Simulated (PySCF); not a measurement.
Atom-mapped SMILES (the numbers label the heavy atoms): `[C:1]1#[N+:2][AlH2-:3][CH2:4][CH2:5][CH2:6]1`; H(Xn) means a hydrogen on atom n.

Geometry: PBE0-D3(BJ)/def2-SVP; GIAO absolute shieldings from PySCF 2.14.0 with density-fitted response routines, gas phase, non-relativistic, averaged over equivalent atoms.

At B3LYP/pcSseg-1 (149 basis functions):
| atoms | σ (ppm) |
| --- | --- |
| C1 | 33.7 |
| C5 | 146.4 |
| C6 | 155.8 |
| C4 | 168.5 |
| N2 | -18.8 |
| Al3 | 366.7 |
| H(Al3) | 26.80 |
| H(C6) | 29.10 |
| H(C5) | 29.11 |
| H(C4) | 31.18 |

Predict the values at PBE0/def2-TZVP on the same geometry.

## Answers


```csv
atoms,σ at PBE0/def2-TZVP,change
C1,40.5,+6.8
C5,154.9,+8.5
C6,163.3,+7.5
C4,176.1,+7.6
N2,-8.2,+10.6
Al3,374.2,+7.5
H(Al3),26.58,-0.22
H(C6),29.16,+0.06
H(C5),29.10,-0.01
H(C4),31.22,+0.04
```

The largest change is at N2 (donor nitrogen of a Lewis adduct). Cost: 240 basis functions, 36 s wall time on 1 thread of an Arm Neoverse V1, shared host. The order of the carbon signals is the same at both levels.
